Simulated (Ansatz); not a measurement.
This geometry of H₃SbTe (5 atoms, charge 0, multiplicity 1) is a first-order saddle point.

All numbers below come from RKS CAM-B3LYP-D4/def2-SVP in Ansatz 0.2.0.

```xyz
5
Properties=species:S:1:pos:R:3
Sb -0.859 -0.819 -0.482
Te 0.882 1.344 -0.886
H -0.792 -0.660 1.221
H 0.404 -1.977 -0.443
H 0.415 2.038 0.548
```

Q: Which two structures does it join? (They come from a converged band through this point; their orientation in space is the band's.)

A: No bond is made or broken. The dihedral H3–Sb1–Te2–H5 goes from 46 to -134°.

First end point:

```xyz
5
Properties=species:S:1:pos:R:3
Sb -0.749 -0.997 -0.531
Te 0.191 1.579 -0.995
H -1.208 -0.699 1.090
H 0.764 -1.618 -0.029
H 1.052 1.661 0.424
```

Last end point:

```xyz
5
Properties=species:S:1:pos:R:3
Sb -0.613 -0.752 -0.491
Te 0.931 1.358 0.445
H -1.388 -1.010 1.014
H 0.567 -1.934 -0.112
H 0.552 2.265 -0.896
```

Q: How far does it lie above each of them?

A: 0.082 eV above the first and 0.114 eV above the second. This is the barrier of this one path; another mechanism may lie lower.

Run time: 3.9 min on 1 thread of Intel(R) Xeon(R) Platinum 8259CL CPU @ 2.50GHz (Skylake/Cascade Lake) (shared host), peak memory 0.19 GiB.
